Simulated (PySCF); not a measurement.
## Dipole response of Ne (neon, neutral)

[Ne], closed-shell 1S. Computed with PySCF 2.14 in def2-QZVPPD, with no relativity, point nucleus. Coupled (time-dependent) response in atomic units; α is the mean over directions.

```tsv
method	mean α (bohr³)	C₆ (like pair)	S(−4)
UHF	2.365	5.475	2.035
PBE	3.007	7.333	3.952
PBE0	2.776	6.652	3.170
B97-3	2.754	6.577	3.103
```

S(−4) is the Cauchy moment in α(ω) = α(0) + S(−4) ω² + …

Reference α: 2.661 bohr³ (recommended; Schwerdtfeger and Nagle, table of static dipole polarizabilities (2023 update)). Published C₆: 6.200 (Chu and Dalgarno (2004); Tang, Norbeck and Certain (1976)).

α(iu) at PBE:

```
u (hartree)  α(iu) (bohr³)
          0          3.007
     0.0500          2.997
      0.100          2.968
      0.200          2.861
      0.300          2.707
      0.500          2.341
      0.750          1.908
       1.00          1.558
       1.50          1.080
       2.00         0.7912
       3.00         0.4766
       5.00         0.2256
```
